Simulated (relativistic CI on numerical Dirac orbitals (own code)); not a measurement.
# Sb⁴³⁺: sensitivity of the levels to the model

Base calculation: Dirac-Coulomb-Breit CI, orbitals from a KLI potential per configuration, model QED (radiative potential, 1s self-energy scaled to tabulated hydrogen-like ionisation energies), unscaled Slater integrals.

Configurations in the expansion (outside the closed core 1s2): 2s2.2p4, 2s.2p5, 2p6, 2p5.3s, 2p5.3p, 2p5.3d, 2s2.2p3.3s, 2s2.2p3.3p, 2s2.2p3.3d, 2s.2p4.3s, 2s.2p4.3p, 2s.2p4.3d, 2s2.2p3.4s, 2s2.2p3.4p, 2s2.2p3.4d, 2s2.2p3.4f. Levels of other configurations are missing.

Variants: (1) valence Slater integrals scaled by 0.9; (2) only the first 3 configurations; (3) one mean potential for all configurations. Shifts of the energy above 2s2.2p4 3P_2, in eV, for the lowest level and the first level of each name with at least 55 % of one term (blank where a level changes its place among those of its configuration and J or its character, or is not in the variant):

| Level | Base | Δ(1) | Δ(2) | Δ(3) |
| --- | --- | --- | --- | --- |
| 2s2.2p4 3P_2 | 0.00 | 0.00 | 0.00 | 0.00 |
| 2s2.2p4 1S_0 | 34.91 | -2.87 | -0.33 | -0.01 |
| 2s2.2p4 3P_1 | 258.22 | +0.79 | -0.03 | +0.05 |
| 2s2.2p4 1D_2 | 274.49 | -1.12 | -0.04 | +0.05 |
| 2s.2p5 3P°_2 | 500.21 | +1.52 | +0.16 | +0.13 |
| 2s2.2p4 3P_0 | 545.39 | -1.13 | -0.25 | +0.10 |
| 2s.2p5 3P°_0 | 765.89 | +1.54 | +0.15 | +0.13 |
| 2p6 1S_0 | 1081.87 | -1.63 | +1.14 | +0.33 |
| 2s2.2p3.3p 3P_0 | 4112.90 | -2.87 |  | +1.27 |
| 2s2.2p3.3d 3P°_0 | 4164.92 | +0.05 |  | +0.87 |
| 2s2.2p3.3s 1D°_2 | 4205.84 | -0.75 |  | +1.55 |
| 2s2.2p3.3s 3P°_0 | 4228.53 | -2.27 |  | +1.14 |
| 2s2.2p3.3s 3P°_1 | 4231.66 | -2.67 |  | +1.18 |
| 2s2.2p3.3p 3D_1 | 4297.08 | -1.59 |  | +1.01 |

At this charge energies of transitions that change n are usually good to better than 1 %, and those within a shell (Δn = 0) to a few per cent.

Ionisation energy from the two ground configurations alone: base 7166.78 eV. The NIST ASD value (theoretical) is 7167 eV.

LS names give the leading component of a level, which can be under half, so a name can repeat, a term be missing and a line seem to break the LS rules.
